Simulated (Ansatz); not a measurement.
Ag4F3⁺. The state is a singlet with charge 1. Geometry r2SCAN-D4/def2-SVP, basis def2-TZVP, Ansatz.

```xyz
7

Ag   -1.8393    0.6336    0.4073
Ag    5.4500   -2.3055   -1.1539
Ag    1.6302   -1.0968   -0.2971
Ag   -5.1435    2.9847    0.9933
F     3.6068   -1.4790   -0.7709
F    -3.3703    2.0033    0.6465
F    -0.3339   -0.7403    0.1749
```

```
run  HOMO (eV)  LUMO (eV)
  A      -9.93      -6.90
  B      -8.92      -7.12
  C      -9.63      -6.77
  D      -8.91      -7.49
  E     -10.03      -6.40
```

In the def2 sets Ag takes a core potential; there is no spin–orbit coupling. B3LYP takes the VWN-RPA correlation. HSE06 is defined as in plane-wave codes, on full-range PBE exchange. No other spin state of charge 1 was run. Another isomer (singlet) lies 0.10 eV lower at r2SCAN-D4/def2-TZVP; other spin states weren't run for this one.

**Question.** The runs used B3LYP, HSE06, PBE, PBE0, r2SCAN. Estimate which is which.

**Answer.** A B3LYP (20 % exact exchange); B r2SCAN (0 % exact exchange); C HSE06 (range-separated); D PBE (0 % exact exchange); E PBE0 (25 % exact exchange). Exact exchange lowers occupied and raises empty levels; among semilocal functionals meta-GGAs tend to open the gap a little, and such runs are hard to tell apart. The gap grows from 1.42 eV (PBE) to 3.63 eV (PBE0).
